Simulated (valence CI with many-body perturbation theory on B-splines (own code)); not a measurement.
Level structure of Hf LVIII

Calculated by relativistic CI+MBPT: five valence electrons over a frozen Dirac-Fock core [Ne], a basis of 11 s, 11 p, 10 d, 8 f, 5 g, 2 h functions for each j, with the one-electron correlation potential Σ1 (screened to all orders), the two-electron term Σ2, the three-electron term Σ3, Breit, model QED; selected single and double excitations, second order for the rest, scaled by the run's own slope (own B-spline code, finite nucleus).

The last digits are not significant, and no measured levels were compared; by estimate large intervals hold to a few tenths of a per cent, small ones and those within an open d or f shell to about a per cent. Among the levels kept, up to 3100 cm⁻¹ of a level comes from second order outside the variational space, and about a tenth of that is noise between levels of different J, which matters for small intervals.

Levels 91 to 135 of 166, with energies above the lowest level, (3s^2 3p1/2^2 3p3/2) J=3/2. "Leading %" is the weight of the configuration and term that name the level; weights of strongly mixed levels are sums over their largest components and can fall short. In the jj column 3d3/2^4 stands for four electrons in 3d with j = 3/2.

| No. | Configuration | Term | J | E (eV) | Leading % | Second component | g | Leading jj |
| --- | --- | --- | --- | --- | --- | --- | --- | --- |
| 91 | 3s3p²3d² | ²G | 7/2 | 1019.7 | 31 | 26 % 3s3p²3d² ⁴H | 0.926 | 3s 3p1/2^2 3d3/2 3d5/2 (98 %) |
| 92 | 3s3p³3d | ⁴P° | 3/2 | 1024.4 | 32 | 24 % 3s3p³3d ⁴S° | 1.474 | 3s 3p1/2 3p3/2^2 3d3/2 (88 %) |
| 93 | 3s3p²3d² | ²P | 1/2 | 1025.8 | 35 | 22 % 3s3p²3d² ⁴D | 1.182 | 3s 3p1/2^2 3d3/2 3d5/2 (94 %) |
| 94 | 3s3p³3d | ⁴F° | 3/2 | 1030.1 | 32 | 20 % 3s3p³3d ⁴D° | 0.874 | 3s 3p1/2 3p3/2^2 3d3/2 (94 %) |
| 95 | 3s3p³3d | ²F° | 5/2 | 1030.5 | 26 | 20 % 3s3p³3d ⁴F° | 1.035 | 3s 3p1/2 3p3/2^2 3d3/2 (95 %) |
| 96 | 3s3p³3d | ²G° | 7/2 | 1032.1 | 59 | 10 % 3s3p³3d ⁶D° | 1.040 | 3s 3p1/2 3p3/2^2 3d3/2 (91 %) |
| 97 | 3s3p³3d | ²F° | 5/2 | 1036.0 | 30 | 12 % 3s3p³3d ⁴G° | 1.037 | 3s 3p1/2 3p3/2^2 3d3/2 (93 %) |
| 98 | 3s3p³3d | ⁶D° | 9/2 | 1042.0 | 44 | 24 % 3s3p³3d ⁴G° | 1.358 | 3s 3p1/2 3p3/2^2 3d5/2 (97 %) |
| 99 | 3s3p³3d | ⁴D° | 7/2 | 1047.6 | 46 | 21 % 3s3p³3d ⁴F° | 1.342 | 3s 3p1/2 3p3/2^2 3d5/2 (89 %) |
| 100 | 3s3p³3d | ⁴D° | 3/2 | 1051.8 | 24 | 16 % 3s3p³3d ²P° | 1.289 | 3s 3p1/2 3p3/2^2 3d3/2 (79 %) |
| 101 | 3s3p³3d | ²P° | 1/2 | 1052.4 | 43 | 23 % 3s3p³3d ⁴D° | 0.890 | 3s 3p1/2 3p3/2^2 3d3/2 (88 %) |
| 102 | 3s3p³3d | ²F° | 5/2 | 1053.6 | 20 | 13 % 3s3p³3d ²D° | 1.024 | 3s 3p1/2 3p3/2^2 3d3/2 (73 %) |
| 103 | 3s3p³3d | ⁴D° | 1/2 | 1059.4 | 36 | 11 % 3s3p³3d ²P° | 0.795 | 3s 3p1/2 3p3/2^2 3d3/2 (81 %) |
| 104 | 3s3p³3d | ⁴D° | 3/2 | 1059.7 | 10 | 10 % 3p⁵ ²P° | 1.056 | 3s 3p1/2 3p3/2^2 3d3/2 (57 %) |
| 105 | 3s3p³3d | ⁴G° | 11/2 | 1064.7 | 97 |  | 1.260 | 3s 3p1/2 3p3/2^2 3d5/2 (97 %) |
| 106 | 3s3p³3d | ⁴F° | 9/2 | 1066.7 | 57 | 29 % 3s3p³3d ²G° | 1.245 | 3s 3p1/2 3p3/2^2 3d5/2 (93 %) |
| 107 | 3s3p³3d | ⁴D° | 1/2 | 1067.6 | 31 | 23 % 3s3p³3d ²P° | 1.097 | 3s 3p1/2 3p3/2^2 3d5/2 (87 %) |
| 108 | 3s3p³3d | ⁴D° | 5/2 | 1079.7 | 41 | 16 % 3s3p³3d ²D° | 1.312 | 3s 3p1/2 3p3/2^2 3d5/2 (90 %) |
| 109 | 3s3p²3d² | ⁴F | 9/2 | 1080.7 | 28 | 13 % 3s3p²3d² ⁶D | 1.258 | 3s 3p1/2^2 3d5/2^2 (93 %) |
| 110 | 3s3p³3d | ²S° | 1/2 | 1085.2 | 38 | 37 % 3s3p³3d ²P° | 1.344 | 3s 3p1/2 3p3/2^2 3d5/2 (77 %) |
| 111 | 3s3p³3d | ²D° | 3/2 | 1085.3 | 29 | 28 % 3s3p³3d ⁴D° | 1.190 | 3s 3p1/2 3p3/2^2 3d5/2 (93 %) |
| 112 | 3s3p³3d | ²F° | 7/2 | 1086.9 | 45 | 18 % 3s3p³3d ²G° | 1.121 | 3s 3p1/2 3p3/2^2 3d5/2 (83 %) |
| 113 | 3s3p³3d | ⁴D° | 5/2 | 1089.4 | 30 | 23 % 3s3p³3d ⁴P° | 1.305 | 3s 3p1/2 3p3/2^2 3d5/2 (85 %) |
| 114 | 3s3p²3d² | ²D | 5/2 | 1093.0 | 19 | 11 % 3s3p²3d² ⁴P | 1.350 | 3s 3p1/2^2 3d5/2^2 (96 %) |
| 115 | 3s3p³3d | ⁴D° | 7/2 | 1097.4 | 19 | 17 % 3s3p³3d ²F° | 1.205 | 3s 3p1/2 3p3/2^2 3d5/2 (76 %) |
| 116 | 3s3p³3d | ²P° | 3/2 | 1098.0 | 39 | 19 % 3s3p³3d ⁴S° | 1.359 | 3s 3p1/2 3p3/2^2 3d5/2 (79 %) |
| 117 | 3s3p²3d² | ²F | 7/2 | 1098.5 | 24 | 11 % 3s3p²3d² ⁴G | 1.080 | 3s 3p1/2^2 3d5/2^2 (94 %) |
| 118 | 3s3p³3d | ²G° | 9/2 | 1099.7 | 63 | 9 % 3s3p³3d ⁴G° | 1.127 | 3s 3p1/2 3p3/2^2 3d5/2 (76 %) |
| 119 | 3s²3p3d² | ²G° | 7/2 | 1099.7 | 27 | 20 % 3s²3p3d² ²F° | 1.061 | 3s^2 3p3/2 3d3/2^2 (76 %) |
| 120 | 3s3p³3d | ⁴D° | 5/2 | 1101.5 | 31 | 13 % 3s3p³3d ²D° | 1.171 | 3s 3p1/2 3p3/2^2 3d5/2 (82 %) |
| 121 | 3s²3p3d² | ⁴F° | 5/2 | 1103.3 | 24 | 10 % 3s²3p3d² ²D° | 1.029 | 3s^2 3p3/2 3d3/2^2 (61 %) |
| 122 | 3s3p²3d² | ²D | 3/2 | 1104.6 | 23 | 16 % 3s3p²3d² ⁴F | 1.083 | 3s 3p1/2^2 3d5/2^2 (93 %) |
| 123 | 3s²3p3d² | ⁴D° | 1/2 | 1105.0 | 54 | 11 % 3s²3p3d² ²P° | 0.409 | 3s^2 3p3/2 3d3/2^2 (64 %) |
| 124 | 3s²3p3d² | ⁴D° | 3/2 | 1105.8 | 27 | 17 % 3s²3p3d² ⁴F° | 0.954 | 3s^2 3p3/2 3d3/2^2 (59 %) |
| 125 | 3s3p³3d | ²F° | 5/2 | 1108.9 | 31 | 24 % 3s3p³3d ²D° | 1.134 | 3s 3p1/2 3p3/2^2 3d5/2 (83 %) |
| 126 | 3s3p³3d | ⁴D° | 7/2 | 1109.9 | 35 | 24 % 3s3p³3d ²F° | 1.238 | 3s 3p1/2 3p3/2^2 3d5/2 (96 %) |
| 127 | 3s3p³3d | ²P° | 3/2 | 1114.0 | 38 | 24 % 3s3p³3d ²D° | 1.070 | 3s 3p1/2 3p3/2^2 3d5/2 (84 %) |
| 128 | 3s3p³3d | ²F° | 7/2 | 1114.4 | 43 | 9 % 3s3p³3d ²G° | 1.180 | 3s 3p1/2 3p3/2^2 3d5/2 (80 %) |
| 129 | 3s3p³3d | ²D° | 5/2 | 1117.0 | 39 | 18 % 3s3p³3d ²F° | 1.162 | 3s 3p1/2 3p3/2^2 3d5/2 (88 %) |
| 130 | 3s3p³3d | ²S° | 1/2 | 1123.2 | 26 | 20 % 3s3p³3d ²P° | 1.175 | 3s 3p1/2 3p3/2^2 3d5/2 (76 %) |
| 131 | 3s3p²3d² | ⁴P | 1/2 | 1123.2 | 43 | 21 % 3s3p²3d² ²S | 2.015 | 3s 3p1/2^2 3d5/2^2 (94 %) |
| 132 | 3s²3p3d² | ²P° | 3/2 | 1124.2 | 18 | 13 % 3s²3p3d² ⁴P° | 1.313 | 3s^2 3p3/2 3d3/2^2 (60 %) |
| 133 | 3s3p³3d | ²D° | 3/2 | 1128.8 | 27 | 15 % 3s3p³3d ²P° | 1.148 | 3s 3p1/2 3p3/2^2 3d5/2 (61 %) |
| 134 | 3s3p⁴ | ⁴P | 1/2 | 1129.6 | 35 | 34 % 3s3p⁴ ²S | 1.841 | 3s 3p3/2^4 (96 %) |
| 135 | 3s3p³3d | ²D° | 5/2 | 1134.0 | 30 | 14 % 3s3p³3d ²F° | 1.079 | 3s 3p1/2 3p3/2^2 3d5/2 (82 %) |

Where two levels of one J and parity lie close, their mixing, g and order are uncertain.
